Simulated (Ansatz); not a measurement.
Consider the substitution at a C–Ga bond: `[CH3][Ga]([CH3])[SiH3]` + `[OH][GeH]([F])[SH]` → `C[O][GeH]([F])[SH]` + `[CH3][GaH][SiH3]`.

Computed with Ansatz on PBE0-D4/def2-TZVP structures; ΔE is electronic, products minus reactants. CCSD(T)/CBS is the MP2 limit (def2-TZVPP, def2-QZVPP) plus CCSD(T) − MP2 in def2-TZVPP, frozen cores. DFT in def2-TZVPP. For Ga, Ge outer-core shells are correlated without core-valence functions, which leaves a few kJ/mol of doubt a bond. Scalar relativity is left out up to krypton. One conformer a species, not always the lowest.

```csv
species,r2SCAN energy (Eh)
`[CH3][Ga]([CH3])[SiH3]`,-2295.92127
`[OH][GeH]([F])[SH]`,-2652.14508
`C[O][GeH]([F])[SH]`,-2691.42732
`[CH3][GaH][SiH3]`,-2256.60523
```

Work out ΔE.

ΔE = (-2691.42732) + (-2256.60523) − (-2295.92127) − (-2652.14508) = 0.03380 Eh = +88.7 kJ/mol. CCSD(T)/CBS gives +93.4 kJ/mol.

Largest T1 diagnostic among the species: 0.012.

In def2-TZVPP, CCSD(T) changes the Hartree–Fock value by +16.4 kJ/mol (the triples alone add +1.1 kJ/mol) and MP2 by +24.6 kJ/mol.
